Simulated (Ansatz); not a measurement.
```yaml
atoms:
  - { symbol: Be, position_ang: [2.0370, 0.0000, 0.0000] }
  - { symbol: Be, position_ang: [1.0185, 1.7641, 0.0000] }
  - { symbol: Be, position_ang: [-1.0185, 1.7641, 0.0000] }
  - { symbol: Be, position_ang: [-2.0370, 0.0000, 0.0000] }
  - { symbol: Be, position_ang: [-1.0185, -1.7641, 0.0000] }
  - { symbol: Be, position_ang: [1.0185, -1.7641, 0.0000] }
```

Basis set: 6-31G (spherical functions). All electrons are correlated. Charge 0, multiplicity 1.

Computed with Ansatz (development build ahead of 0.2.0); each method stands on the lowest determinant of its kind that the runs found. Restricted open shells among the atoms or ions are ROHF, correlated in semicanonical orbitals with singles.

The atomization energy at this shape (free ground-state atoms in the same class of orbitals less the molecule, no zero-point energy) of singlet Be₆:

| method | atomization energy |
| --- | --- |
| RHF | 3.75 eV |

What does RHF-MP2 give?

3.31 eV. Caution: the shape is not the minimum.

This basis has no polarisation functions and is too small for such energies, which can lie far from measured ones in either direction.
